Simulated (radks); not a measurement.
Question: All-electron atom: H in 2s1 (not the ground configuration). Calculated with a radial shooting solver on a logarithmic mesh with Libxc functionals: scalar-relativistic Kohn-Sham, PBE, spin-polarised, spherical densities, point nucleus; open shells are filled with parallel spins first. Some entries of the table are withheld. Estimate them.

| orbital | occ. | eigenvalue (hartree) | <1/r> (bohr^-1) | <r^2> (bohr^2) |
|---|---|---|---|---|
| 1s up | 0 | -0.48113 | 1.131 | 2.420 |
| 2s up | 1 | -0.08189 | 0.2580 | (1) |
| 2p up | 0 | -0.06859 | 0.2307 | 32.85 |

Answer: 
(1) 2s up <r^2> (bohr^2): 36.54
